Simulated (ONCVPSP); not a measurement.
## Pseudopotentials across the periodic table

Generated with ld1.x 7.5 (TM, RRKJ, ultrasoft, PAW), atompaw 4.2 or ONCVPSP 4.0.1. The cutoff is in Ry: for ld1.x and atompaw files where the sum of valence levels is converged to 10 mRy in a Bessel basis, for ONCV files where the hardest occupied wave has 1 mHa per electron of residual kinetic energy. The error is the largest all-electron minus pseudo excitation energy over each file’s own four to seven test configurations (ionisations up to +4, promotions, holes and added fractions of an electron), all of which were solved. The labels leave out finer settings (local radius, basis sizes, second energies), which also bear on the numbers. Spin-polarised tests are not counted. The rows are a selection from randomly drawn settings: files with unsolved tests, undetermined cutoffs or missed reference levels are left out.

A true bound ghost makes a file unfit for plane-wave use even where its test errors are small: the radial tests pick states by their node count and pass the ghost by.

```tsv
element	potential	cutoff (Ry)	largest error (meV)	bound ghosts
Be	ONCV, PBE, scalar-relativistic, rc 0.85/0.70/0.80 (spd), local smoothed, core correction no, reference 1s2 2s2, qcut 11.3/11.7/10.3, projectors 2/2/2	121	+5.3	d
S	ONCV, PBE, scalar-relativistic, rc 0.80/0.90/0.80 (spd), local d, core correction yes, reference 2s2 2p6 3s2 3p4, qcut 17/13.7/13.9, projectors 2/2/0	175	+1312	none
Mn	ONCV, LDA (Perdew-Zunger), scalar-relativistic, rc 1.70/0.90/1.80 (spd), local smoothed, core correction yes, reference 3s2 3p6 3d5 4s2, qcut 5.3/10.7/8.5, projectors 2/1/2	95	-163	none
Pd	ONCV, Wu-Cohen, scalar-relativistic, rc 1.10/1.70/2.10 (spd), local smoothed, core correction yes, reference 4s2 4p6 4d9.75, qcut 5.8/9.4/7.1, projectors 3/2/2	353	-198	s
Sn	ONCV, LDA (Perdew-Wang 92), scalar-relativistic, rc 1.95/1.90 (sp), local smoothed, core correction yes, reference 5s2 5p1, qcut 2.8/4.2, projectors 3/2	42	-173	none
```

(1) Fill in the row for Fe: ONCV, PBE, scalar-relativistic, rc 1.50/1.15/1.45/1.60 (spdf), local smoothed, core correction yes, reference 3s2 3p6 3d6.5 4s1.5, qcut 9.6/11.9/11/7.7, projectors 3/2/2/1.

## Answers

(1) cutoff 90 Ry, largest error +4.9 meV, bound ghosts: none.
